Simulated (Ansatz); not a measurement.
One change: `CB(C)O` becomes `CB(O)[SeH]`.

Ansatz, PBE0-D4/def2-TZVP geometries, multiplicity 1. Each molecule was computed in one conformer, which needn't be the lowest.

Scalar relativity is left out up to krypton.

```
                                          property  `CB(C)O`
                 LUMO energy (PBE/def2-TZVPP) / eV     -0.33
               HOMO–LUMO gap (PBE/def2-TZVPP) / eV      6.63
             HOMO–LUMO gap (B3LYP/def2-TZVPP) / eV      8.55
               HOMO energy (B3LYP/def2-TZVPP) / eV     -8.21
                LUMO energy (PBE0/def2-TZVPP) / eV      0.69
size of the dipole moment (ωB97M-V/def2-TZVPP) / D      1.41
```

What does the change do to each property? (Estimate.)

Computed: 
| property | `CB(O)[SeH]` | shift |
| --- | --- | --- |
| LUMO energy (PBE/def2-TZVPP) / eV | -0.73 | -0.40 |
| HOMO–LUMO gap (PBE/def2-TZVPP) / eV | 5.17 | -1.46 |
| HOMO–LUMO gap (B3LYP/def2-TZVPP) / eV | 6.82 | -1.73 |
| HOMO energy (B3LYP/def2-TZVPP) / eV | -6.80 | 1.41 |
| LUMO energy (PBE0/def2-TZVPP) / eV | 0.23 | -0.46 |
| size of the dipole moment (ωB97M-V/def2-TZVPP) / D | 2.35 | 0.94 |

With PBE0 the HOMO rises by 1.38 eV and the LUMO falls by 0.46 eV, so the gap narrows by about 1.84 eV. PBE moves the HOMO by 1.05 eV and ωB97M-V by 1.56 eV. The zero-point energy changes by -73.8 kJ/mol with -6 modes. Dipoles are sizes alone; their direction can turn.

B3LYP here is the variant with VWN-RPA as its local correlation; programs differ in this.

Spin–orbit coupling is left out; it splits and shifts lone-pair levels of the heavy atoms by tenths of an eV.
